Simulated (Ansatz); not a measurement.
Cl (SMILES [Cl-]), charge -1, singlet (a gas-phase anion, which may not be bound at this level); B3LYP5/6-311G** (Ansatz, a program for electronic structure).

Here is a job for Ansatz.
Ansatz 0.2 input:
```yaml
crystal:
  periodic: [false, false, false]
  atoms:
    - {symbol: Cl, position_ang: [0.00000000, 0.00000000, 0.00000000]}
basis:
  gaussian:
    orbitals: 6-311G__.json
hamiltonian:
  xc: b3lyp5
total_charge: -1
```
The basis file holds 6-311G** in the JSON format of the Basis Set Exchange.

It wrote (shortened):

```
Functional definition: B3LYP5
224 factors; their error is unknown
mean field evaluation 1: about -12521.8064 eV, gradient 2.8e1 eV
mean field evaluation 2: about -12521.6304 eV, gradient 3.1e1 eV
mean field evaluation 4: about -12523.5429 eV, gradient 1.4e-1 eV
mean field evaluation 8: about -12523.5665 eV, gradient 8.3e-5 eV
mean field -12523.56652419 eV, -460.2325809857 hartree, gradient 8.3e-5 eV, S^2 0.000000; 0 other end points of the search recorded, 0 dependent functions left out
reference -12523.56663804 eV, -460.2325851695 hartree; 9, 9 occupied and 18, 18 virtual orbitals, 224 factors
Total energy: -12523.56663804 eV, -460.2325851695 hartree
```
